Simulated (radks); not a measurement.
Task: The table gives one normalised radial function P(r) = r R(r) (large component) of Gd27+ in [Kr] 4d1 (r in bohr). Calculated with a radial shooting solver on a logarithmic mesh with Libxc functionals: Dirac Kohn-Sham, PBE, spin-unpolarised, spherical densities, finite nucleus; open shells fill j = l - 1/2 first; Fermi nuclear charge, rms radius 5.1569 fm.

r,P
0.002346,0.0097
0.003006,0.0154
0.003821,0.0240
0.004897,0.0375
0.006225,0.0572
0.007978,0.0875
0.01014,0.1300
0.013,0.1915
0.01652,0.2715
0.02117,0.3755
0.02691,0.4908
0.03449,0.6059
0.04384,0.6779
0.05618,0.6561
0.07142,0.4825
0.09153,0.1131
0.1164,-0.3785
0.1491,-0.8440
0.1895,-0.9836
0.2429,-0.5802
0.3088,0.2828
0.3957,1.2225
0.503,1.6363
0.6446,1.3455
0.8195,0.7230
1.05,0.2332
1.335,0.0439
1.711,0.0038

Which n and l does it have? It may be an empty orbital.

Result: n = 4, l = 1: the number of nodes gives n - l - 1 = 2, the rise at small r points to l (this Dirac orbital starts outside the nucleus as r^gamma with gamma = sqrt((l + 1)^2 - (Z/c)^2) = 1.94; the j = 3/2 orbital of l + 1 starts with the same power, but with a smaller coefficient, and then steepens), and the extent must fit the shell. The curve is that of 4p3/2; the two j differ most near the nucleus, where j = l - 1/2 has the larger amplitude, and in heavy atoms j = l - 1/2 is also the more compact. 4p3/2: eigenvalue -1037.6 eV, 2 radial nodes at r = 0.0971, 0.288 bohr, <r> = 0.528 bohr, 90 % of the charge inside 0.754 bohr.
